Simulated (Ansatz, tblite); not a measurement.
Removing and adding an electron: Si11H18, a cluster cut from hexagonal silicon. Charge 0, multiplicity 1. Geometry: PBE-D4/def2-SVP. Ansatz, gas phase; energy differences of separate SCF runs; the oxidised species was run as a doublet alone; the reduced species was run as a doublet alone.

```xyz
29

Si   -0.120    0.859    2.736
Si   -0.258    2.159    0.777
Si    3.022    0.113    0.258
Si    1.547    1.687   -0.681
Si   -2.319    1.671   -0.252
Si    0.786    0.940   -2.777
Si   -0.038   -1.417    2.136
Si    1.929   -1.870    0.905
Si   -1.946   -2.003    0.888
Si   -2.310   -0.578   -0.950
Si   -0.652   -0.916   -2.602
H     1.116    1.222    3.522
H    -1.328    1.119    3.600
H    -0.209    3.625    1.139
H     3.663    0.721    1.481
H     4.111   -0.207   -0.736
H     2.315    2.971   -0.896
H    -3.441    1.899    0.731
H    -2.539    2.572   -1.442
H     0.031    2.062   -3.445
H     1.971    0.586   -3.642
H    -0.023   -2.263    3.388
H     2.868   -2.685    1.760
H     1.598   -2.684   -0.319
H    -3.154   -1.950    1.792
H    -1.792   -3.419    0.390
H    -3.655   -0.922   -1.546
H     0.154   -2.149   -2.281
H    -1.324   -1.139   -3.934
```

The xTB rows come from tblite. Single mean-field runs in def2-TZVP are fitted with def2-universal-jkfit. HOMO above LUMO, or a gap near zero within one spin, warns that the state may not be the lowest or that an electron is smeared out.

Estimate orbital energies and vertical ionisation energies and electron affinities at: GFN1-xTB; GFN2-xTB; PBE-D4/def2-TZVP; PBE0-D4/def2-TZVP; BHLYP-D4/def2-TZVP.


| level | −HOMO (eV) | vertical IE (eV) | −LUMO (eV) | vertical EA (eV) | HOMO–LUMO gap (eV) | IE − EA (eV) | remarks |
| --- | --- | --- | --- | --- | --- | --- | --- |
| GFN1-xTB | 11.16 | 12.64 | 8.45 | 6.70 | 2.72 | 5.94 | – |
| GFN2-xTB | 8.97 | 10.64 | 5.92 | 4.17 | 3.05 | 6.47 | – |
| PBE-D4/def2-TZVP | 6.47 | 8.35 | 2.24 | 0.70 | 4.23 | 7.64 | HOMO above zero (-1 doublet), gap within one spin near zero (+1 doublet) |
| PBE0-D4/def2-TZVP | 7.45 | 8.74 | 1.55 | 0.56 | 5.90 | 8.18 | HOMO above zero (-1 doublet) |
| BHLYP-D4/def2-TZVP | 8.31 | 8.99 | 0.65 | 0.17 | 7.66 | 8.83 | HOMO above zero (-1 doublet) |

Relaxing the oxidised species (PBE-D4/def2-SVP) changes its energy by -0.21 eV at PBE-D4/def2-TZVP, so the adiabatic ionisation energy to this nearest minimum is 8.13 eV. At PBE0-D4/def2-TZVP it is 8.46 eV.     A HOMO above zero means that the electron is unbound at that level or that self-interaction error raises the level; the energy of removing that electron tells which. Raw xTB energy differences between charge states are shifted by several eV; the methods need an empirical correction for them. Sets without diffuse functions give affinities that are too small.
